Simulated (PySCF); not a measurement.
LiBi, r²SCAN: how much the basis matters

PySCF, UKS reference; triplet, unpaired electrons π ↑↑; De to Li + Bi without counterpoise correction.

| basis | relativity | functions | Re (Å) | ωe (cm⁻¹) | De (eV) | μ (D) |
| --- | --- | --- | --- | --- | --- | --- |
| def2-SVP | scalar-relativistic core potentials | 35 | 2.707 | 364 | 1.42 | -6.21 |
| def2-SVPD | scalar-relativistic core potentials | 44 | 2.702 | 368 | 1.46 | -6.11 |
| aug-cc-pVDZ/aug-cc-pVDZ-PP | scalar-relativistic core potentials | 55 | 2.707 | 367 | 1.42 | -6.03 |

Task: How does each smaller set differ from the one with most functions, aug-cc-pVDZ/aug-cc-pVDZ-PP?

Result: def2-SVP: +0.0 pm, -0.8 % in ωe, +0.00 eV in De; def2-SVPD: -0.5 pm, +0.3 % in ωe, +0.04 eV in De. All at r²SCAN; the set with most functions is neither the basis-set limit nor always the best.

A positive dipole means Li(−)Bi(+). These are scalar-relativistic numbers at best; spin–orbit coupling would shift them, the dissociation energy most. The state was picked by a PBE0 search and need not be the measured ground state.
